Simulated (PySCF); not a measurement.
This script is equivalent to a calculation on Ge³⁺ (germanium, charge +3).

```python
from pyscf import gto, scf, dft, mp, cc
import basis_set_exchange as bse
mol = gto.M(atom="Ge 0 0 0", charge=3, spin=1, symmetry="D2h",
            basis=gto.basis.parse(bse.get_basis("def2-TZVP", elements=["Ge"], fmt="nwchem", header=False)))
mf = scf.UHF(mol)
mf.irrep_nelec = {'Ag': (6, 5), 'B1g': (1, 1), 'B2g': (1, 1), 'B3g': (1, 1), 'B1u': (2, 2), 'B2u': (2, 2), 'B3u': (2, 2)}
mf.kernel()
```

(1) What total energy does it give?

(2) Which occupied shell lies highest, and where?

(3) What is ⟨S²⟩, and what would a pure spin state give?

Answers

(1) -2073.32303 hartree (calculated).

(2) 4s α, at -44.080 eV.

(3) 0.750, against 0.75.
